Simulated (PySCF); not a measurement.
C5H6O2. Atoms are numbered in the order given.

```xyz
13

O      2.1470    -0.9133    -0.2296
C      1.0408    -0.3986    -0.1169
C      0.8190     1.0640    -0.1114
C     -0.4420     1.5582    -0.0813
C     -1.6316     0.6584     0.0861
O     -1.3092    -0.6113     0.6050
C     -0.2396    -1.2413    -0.0757
H      1.7090     1.7051    -0.2085
H     -0.6331     2.6399    -0.1925
H     -2.1621     0.5786    -0.9039
H     -2.3617     1.1149     0.7879
H     -0.0239    -2.1946     0.4441
H     -0.5102    -1.4913    -1.1365
```

Coordinates come from a PBE-D3(BJ)/def2-SVP optimisation. Other conformers were not sampled.

Calculation: PBE-D3(BJ)/def2-SVP (PySCF).

Frequencies are harmonic and unscaled.

Problem. Estimate the vibrational spectrum. (Estimate from the structure and the level; the computed values follow.)

Solution. 
| mode | ν (cm⁻¹) | IR (km/mol) | moving atoms (share of kinetic energy) |
|---|---|---|---|
| 1 | 107 | 3.0 | C 43 %, O 30 %, H 27 % |
| 2 | 244 | 6.2 | O 38 %, H 36 %, C 26 % |
| 3 | 297 | 1.4 | C 57 %, H 36 % |
| 4 | 415 | 16.8 | C 50 %, O 36 %, H 14 % |
| 5 | 466 | 1.2 | O 47 %, C 30 %, H 24 % |
| 6 | 488 | 3.2 | C 53 %, O 38 %, H 9 % |
| 7 | 562 | 4.9 | C 50 %, H 37 %, O 13 % |
| 8 | 708 | 22.1 | H 65 %, C 29 % |
| 9 | 737 | 4.5 | C 61 %, O 24 %, H 15 % |
| 10 | 843 | 9.4 | C 59 %, H 27 %, O 14 % |
| 11 | 898 | 7.1 | C 70 %, H 26 % |
| 12 | 950 | 9.6 | H 54 %, C 45 % |
| 13 | 976 | 18.1 | H 48 %, C 42 %, O 10 % |
| 14 | 983 | 10.1 | H 54 %, C 41 % |
| 15 | 1011 | 3.1 | C 55 %, H 39 % |
| 16 | 1086 | 28.6 | H 74 %, C 17 %, O 10 % |
| 17 | 1160 | 35.8 | C 42 %, H 34 %, O 24 % |
| 18 | 1182 | 3.3 | H 75 %, C 22 % |
| 19 | 1234 | 74.9 | H 45 %, C 40 %, O 15 % |
| 20 | 1245 | 4.1 | H 83 %, O 9 % |
| 21 | 1293 | 19.7 | H 65 %, C 32 % |
| 22 | 1333 | 7.1 | H 69 %, C 28 % |
| 23 | 1358 | 14.3 | C 53 %, H 45 % |
| 24 | 1382 | 0.5 | H 92 % |
| 25 | 1396 | 15.9 | H 87 %, C 12 % |
| 26 | 1638 | 13.8 | C 93 % |
| 27 | 1748 | 201.6 | C 64 %, O 35 % |
| 28 | 2829 | 45.6 | H 93 % |
| 29 | 2863 | 44.3 | H 94 % |
| 30 | 3009 | 12.0 | H 92 %, C 8 % |
| 31 | 3061 | 5.9 | H 92 %, C 8 % |
| 32 | 3091 | 6.6 | H 92 %, C 8 % |
| 33 | 3128 | 3.8 | H 91 %, C 9 % |
